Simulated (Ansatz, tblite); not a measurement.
Isomers of Rb$_{3}$ (doublet), found by a short tight-binding search and relaxed with B3LYP/def2-TZVP in Ansatz.

In the def2 sets Rb takes a core potential; there is no spin–orbit coupling. The xTB rows come from tblite. HSE06 is defined as in plane-wave codes, on full-range PBE exchange. Correlated methods freeze no core orbitals; core or outer-core shells of Rb are correlated, in sets that lack core-valence functions.

Run but left out: HF/def2-TZVPP, MP2/def2-TZVPP (A: ⟨S²⟩ 1.13, where a pure state has 0.75).

A: At r2SCAN/def2-TZVP, CCSD(T)/def2-TZVPP the charge 0 doublet is spin-contaminated (final ⟨S²⟩ up to 1.13, 0.75 for a pure state). B: At r2SCAN/def2-TZVP, CCSD(T)/def2-TZVPP the charge 0 doublet is spin-contaminated (final ⟨S²⟩ up to 1.12, 0.75 for a pure state).

Other spin states were run for one of them alone.

A:

```xyz
3

Rb   -2.387   -2.500    1.344
Rb    3.071    2.065    0.239
Rb   -0.684    0.436   -1.583
```

B:

Cartesian coordinates in Å:
```
Rb 2.309 -2.008 -1.900
Rb 0.427 -0.333 1.812
Rb -2.735 2.341 0.088
```

Q: Estimate which lies lowest at each level, and how far above it the others are (kcal/mol).

A: 
| level | A | B |
| --- | --- | --- |
| GFN1-xTB | 0.0 | 0.0 |
| GFN2-xTB | 0.2 | 0.0 |
| PBE/def2-TZVP | 0.1 | 0.0 |
| revPBE/def2-TZVP | 0.1 | 0.0 |
| r2SCAN/def2-TZVP | 0.1 | 0.0 |
| PBE0/def2-TZVP | 0.1 | 0.0 |
| HSE06/def2-TZVP | 0.1 | 0.0 |
| CCSD/def2-TZVPP | 0.1 | 0.0 |
| CCSD(T)/def2-TZVPP | 0.1 | 0.0 |
Point groups (tolerance 0.1 Å): A C2v, B C2v. A and B have the same bonds, so they are conformers or stereoisomers. Lower isomers may exist.
